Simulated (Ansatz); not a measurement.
Reaction (ligand exchange at the In–N bond): `C[NH][InH][F]` + H₂Se → `[F][InH][SeH]` + CH₃NH₂

Isolated molecules relaxed with PBE0-D4/def2-TZVP in Ansatz; ΔE leaves out vibrations. CCSD(T)/CBS is the MP2 limit (def2-TZVPP, def2-QZVPP) plus CCSD(T) − MP2 in def2-TZVPP, frozen cores. DFT in def2-TZVPP. def2 core potentials past Kr. For In, Se outer-core shells are correlated without core-valence functions, which leaves a few kJ/mol of doubt a bond. Scalar relativity is left out up to krypton. Each species was taken in one conformer, which may not be the lowest.

CCSD(T)/CBS gives -1.00 eV.

Another level gave -1.08 eV. Which?
A. RPA@PBE/def2-TZVPP
B. LC-ωPBE/def2-TZVPP
C. r2SCANh-D4/def2-TZVPP
D. HF/def2-TZVPP

C. r2SCANh-D4 -1.08, LC-ωPBE -1.00, HF/def2-TZVPP -1.19, RPA@PBE/def2-TZVPP -0.92 eV.

Largest T1 diagnostic among the species: 0.016.

From BLYP to BHLYP (50 % exact exchange), in def2-TZVPP and without D4, ΔE moves by −0.08 eV. In def2-TZVPP, CCSD(T) changes the Hartree–Fock value by +0.21 eV (the triples alone add +0.02 eV) and MP2 by +0.20 eV.
